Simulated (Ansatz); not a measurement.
CH3N, SMILES `C=N` (lower singlet) (charge 0, multiplicity 1). This singlet lies 3.00 eV below the relaxed triplet at the level composite: frozen-core CCSD(T) with HF/cc-pVQZ and the correlation energy extrapolated as X^-3 from cc-pVTZ and cc-pVQZ, plus CCSDT(Q) minus CCSD(T) in cc-pVDZ // B3LYP-D3(BJ)/def2-TZVP (Ansatz, a first-principles code).

Computed with frozen-core CCSDTQ/6-31g // B3LYP-D3(BJ)/def2-TZVP in Ansatz.

Ansatz 0.2 input:
```yaml
crystal:
  periodic: [false, false, false]
  atoms:
    - { symbol: C, position_ang: [-0.384549, 0.065178, 0.040466] }
    - { symbol: N, position_ang: [0.822377, 0.437279, 0.019739] }
    - { symbol: H, position_ang: [-0.72646, -0.961979, -0.123031] }
    - { symbol: H, position_ang: [-1.160753, 0.805981, 0.234033] }
    - { symbol: H, position_ang: [1.449384, -0.34646, -0.171206] }
basis:
  gaussian: { orbitals: "6-31g" }
correlation:
  method: ccsdtq
```

Output:

```
Functional definition: HF
570 factors; integrals over basis functions are off by at most 9.8e-8 eV
mean field evaluation 1: about -2555.8544 eV, gradient 2.4e1 eV
mean field evaluation 2: about -2555.8573 eV, gradient 2.4e1 eV
mean field evaluation 4: about -2557.3110 eV, gradient 2.0e0 eV
mean field evaluation 8: about -2557.3349 eV, gradient 8.6e-3 eV
mean field evaluation 16: about -2557.3080 eV, gradient 2.0e0 eV
mean field -2557.33466961 eV, -93.9803156846 hartree, gradient 1.4e-6 eV, S^2 0.000000; 0 other end points of the search recorded, 0 dependent functions left out; unrestricted orbitals would lower it
2 core orbitals not correlated
reference -2557.33466961 eV, -93.9803156846 hartree; 6, 6 occupied and 16, 16 virtual orbitals, 570 factors
second order -5.50054979 eV of doubles, -0.00000000 eV of singles
cycle   1  -5.72248631 eV  change   -2.2e-1 eV  update   7.4e-2
cycle   2  -6.07559020 eV  change   -3.5e-1 eV  update   3.4e-2
cycle   3  -6.21180240 eV  change   -1.4e-1 eV  update   1.7e-2
cycle   4  -6.20556651 eV  change    6.2e-3 eV  update   5.4e-3
cycle   5  -6.21116682 eV  change   -5.6e-3 eV  update   2.5e-3
cycle   6  -6.21222800 eV  change   -1.1e-3 eV  update   7.1e-4
cycle   7  -6.21151609 eV  change    7.1e-4 eV  update   3.0e-4
cycle   8  -6.21142511 eV  change    9.1e-5 eV  update   8.7e-5
cycle   9  -6.21149605 eV  change   -7.1e-5 eV  update   4.2e-5
cycle  10  -6.21151282 eV  change   -1.7e-5 eV  update   1.3e-5
cycle  11  -6.21150298 eV  change    9.8e-6 eV  update   5.5e-6
cycle  12  -6.21150912 eV  change   -6.1e-6 eV  update   2.3e-6
cycle  13  -6.21150687 eV  change    2.2e-6 eV  update   8.9e-7
cycle  14  -6.21150730 eV  change   -4.3e-7 eV  update   3.5e-7
Total energy: -2563.54617692 eV, -94.2085843677 hartree
```
